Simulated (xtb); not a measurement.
A run for xtb: GFN1-xTB on AuF, 2S+1 = 1, a spin state set in the input, which need not be the lowest, a point of a bond scan (R = 1.846 Å).

```
$ xtb mol.xyz --gfn 1 --sp --chrg 0 --uhf 0
2

Au     0.00000000     0.00000000     0.00000000
F      0.00000000     0.00000000     1.84612300
```

The log:

```
[...]
           -------------------------------------------------
          |                Calculation Setup                |
           -------------------------------------------------



           -------------------------------------------------
          |                 G F N 1 - x T B                 |
           -------------------------------------------------

        Reference                      10.1021/acs.jctc.7b00118
      * Hamiltonian:
        H0-scaling (s, p, d)           1.850000    2.250000    2.000000
        zeta-weighting                 0.000000
      * Dispersion:
        s8                             2.400000
        a1                             0.630000
        a2                             5.000000
        s9                             0.000000
      * Repulsion:
        kExp                           1.500000
        rExp                           1.000000
      * Coulomb:
        alpha                          2.000000
        third order                    atomic
        anisotropic                    false
      * Halogen bond correction:
        rad-scale                      1.300000
        damping                        0.440000


          ...................................................
          :                      SETUP                      :
          :.................................................:
          :  # basis functions                  14          :
          :  # atomic orbitals                  13          :
          :  # shells                            5          :
          :  # electrons                        18          :
          :  # halogen bonds                     0          :
          :  max. iterations                   250          :
          :  Hamiltonian                  GFN1-xTB          :
          :  restarted?                      false          :
          :  GBSA solvation                  false          :
          :  PC potential                    false          :
          :  electronic temp.          300.0000000     K    :
          :  accuracy                    1.0000000          :
          :  -> integral cutoff          0.2500000E+02      :
          :  -> integral neglect         0.1000000E-07      :
          :  -> SCF convergence          0.1000000E-05 Eh   :
          :  -> wf. convergence          0.2000000E-04 e    :
          :  Broyden damping             0.4000000          :
          :  net charge                          0          :
          :  unpaired electrons                  0          :
          ...................................................

 iter      E             dE          RMSdq      gap      omega  full diag
   1     -8.9747160 -0.897472E+01  0.143E+01    2.82       0.0  T
   2     -9.0288075 -0.540916E-01  0.443E+00    2.22       1.0  T
   3     -9.0304824 -0.167487E-02  0.437E+00    2.19       1.0  T
   4     -9.0458413 -0.153589E-01  0.433E-01    2.09       1.0  T
   5     -9.0448144  0.102690E-02  0.102E+00    2.10       1.0  T
   6     -9.0459942 -0.117983E-02  0.524E-02    2.10       1.3  T
   7     -9.0460007 -0.647793E-05  0.488E-03    2.10      14.5  T
   8     -9.0460007 -0.388009E-07  0.282E-03    2.10      25.1  T
   9     -9.0460007 -0.142283E-07  0.101E-04    2.10     699.5  T
  10     -9.0460007 -0.253877E-10  0.131E-07    2.10  100000.0  T

   *** convergence criteria satisfied after 10 iterations ***

         #    Occupation            Energy/Eh            Energy/eV
      -------------------------------------------------------------
         1        2.0000           -0.7912974             -21.5323
       ...           ...                  ...                  ...
         3        2.0000           -0.5210272             -14.1779
         4        2.0000           -0.5210272             -14.1779
         5        2.0000           -0.4603495             -12.5267
         6        2.0000           -0.4603495             -12.5267
         7        2.0000           -0.4445307             -12.0963
         8        2.0000           -0.4445307             -12.0963
         9        2.0000           -0.4304554             -11.7133 (HOMO)
        10                         -0.3534378              -9.6175 (LUMO)
        11                         -0.2491313              -6.7792
        12                         -0.2491313              -6.7792
        13                         -0.0686718              -1.8687
      -------------------------------------------------------------
                  HL-Gap            0.0770176 Eh            2.0958 eV
             Fermi-level           -0.3919466 Eh          -10.6654 eV

 SCC (total)                   0 d,  0 h,  0 min,  0.002 sec
 SCC setup                      ...        0 min,  0.000 sec (  3.508%)
 Dispersion                     ...        0 min,  0.000 sec (  1.902%)
 classical contributions        ...        0 min,  0.000 sec (  0.703%)
 integral evaluation            ...        0 min,  0.000 sec ( 22.852%)
 iterations                     ...        0 min,  0.001 sec ( 44.236%)
 molecular gradient             ...        0 min,  0.000 sec ( 19.526%)
 printout                       ...        0 min,  0.000 sec (  6.773%)

         :::::::::::::::::::::::::::::::::::::::::::::::::::::
         ::                     SUMMARY                     ::
         :::::::::::::::::::::::::::::::::::::::::::::::::::::
         :: total energy              -9.044915288057 Eh    ::
         :: gradient norm              0.020024183178 Eh/a0 ::
         :: HOMO-LUMO gap              2.095755643284 eV    ::
         ::.................................................::
         :: SCC energy                -9.046000744420 Eh    ::
         :: -> electrostatic           0.074953589854 Eh    ::
         :: repulsion energy           0.001260653100 Eh    ::
         :: dispersion energy         -0.000175196736 Eh    ::
         :: halogen bond corr.         0.000000000000 Eh    ::
         :: add. restraining           0.000000000000 Eh    ::
         :: total charge              -0.000000000000 e     ::
         :::::::::::::::::::::::::::::::::::::::::::::::::::::

           -------------------------------------------------
          |                Property Printout                |
           -------------------------------------------------

    * Orbital Energies and Occupations

         #    Occupation            Energy/Eh            Energy/eV
      -------------------------------------------------------------
         1        2.0000           -0.7912974             -21.5323
         2        2.0000           -0.5396640             -14.6850
         3        2.0000           -0.5210272             -14.1779
         4        2.0000           -0.5210272             -14.1779
         5        2.0000           -0.4603495             -12.5267
         6        2.0000           -0.4603495             -12.5267
         7        2.0000           -0.4445307             -12.0963
         8        2.0000           -0.4445307             -12.0963
         9        2.0000           -0.4304554             -11.7133 (HOMO)
        10                         -0.3534378              -9.6175 (LUMO)
        11                         -0.2491313              -6.7792
        12                         -0.2491313              -6.7792
        13                         -0.0686718              -1.8687
      -------------------------------------------------------------
                  HL-Gap            0.0770176 Eh            2.0958 eV
             Fermi-level           -0.3919466 Eh          -10.6654 eV

  Mulliken/CM5 charges         n(s)   n(p)   n(d)
     1Au    0.35318  0.42505   0.899  0.226  9.522
     2F    -0.35318 -0.42505   1.861  5.492  0.000

Wiberg/Mayer (AO) data.
Note: The following floating-point exceptions are signalling: IEEE_DENORMAL
normal termination of xtb
largest (>0.10) Wiberg bond orders for each atom

 ---------------------------------------------------------------------------
     #   Z sym  total        # sym  WBO       # sym  WBO       # sym  WBO
 ---------------------------------------------------------------------------
     1  79 Au   1.079 --     2 F    1.079
     2   9 F    1.079 --     1 Au   1.079
 ---------------------------------------------------------------------------

Topologies differ in total number of bonds
Writing topology from bond orders to xtbtopo.mol

 dipole moment from electron density (au)
     X       Y       Z
  -0.0000   0.0000  -1.8335  total (Debye):    4.660


           -------------------------------------------------
          | TOTAL ENERGY               -9.044915288057 Eh   |
          | GRADIENT NORM               0.020024183178 Eh/α |
          | HOMO-LUMO GAP               2.095755643284 eV   |
           -------------------------------------------------

------------------------------------------------------------------------
------------------------------------------------------------------------
 total:
 SCF:
```

The run finished.

Cost: roughly 0.020 core-seconds.
